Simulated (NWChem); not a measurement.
System: C₂H₄BF₃; SMILES FC(B(C)F)F

```xyz
10

C      1.4003    -1.1739    -0.3865
B     -0.0426    -0.7875     0.0378
F     -0.9766    -1.6973     0.2786
C     -0.4874     0.7511     0.1825
F      0.3913     1.4006     0.9941
F     -0.4223     1.3240    -1.0541
H      1.5831    -2.2565    -0.4083
H      1.5981    -0.7515    -1.3872
H      2.1274    -0.6855     0.2832
H     -1.5048     0.9220     0.5795
```
Atoms are numbered in this order, from 1.

Program: NWChem. Coordinates come from a PBE0/def2-SVP optimisation.

**Question.** Taking B3LYP/pcseg-2 as the yardstick, which of these has the fewest basis functions while keeping “highest occupied level (eV)” within 0.2 eV of it: B3LYP/aug-pcseg-1; B3LYP/def2-SVP; B3LYP/STO-3G; B3LYP/pcseg-1?

**Answer.** B3LYP/pcseg-1.
| level | basis functions | highest occupied level (eV) | relative time (rough) |
|---|---|---|---|
| B3LYP/STO-3G | 34 | -3.86 | 1 |
| B3LYP/pcseg-1 | 104 | -8.51 | 4 |
| B3LYP/def2-SVP | 104 | -8.32 | 3 |
| B3LYP/aug-pcseg-1 | 174 | -8.62 | 10 |
| B3LYP/pcseg-2 | 236 | -8.59 | 20 |

The yardstick is one finite set, not the basis-set limit.
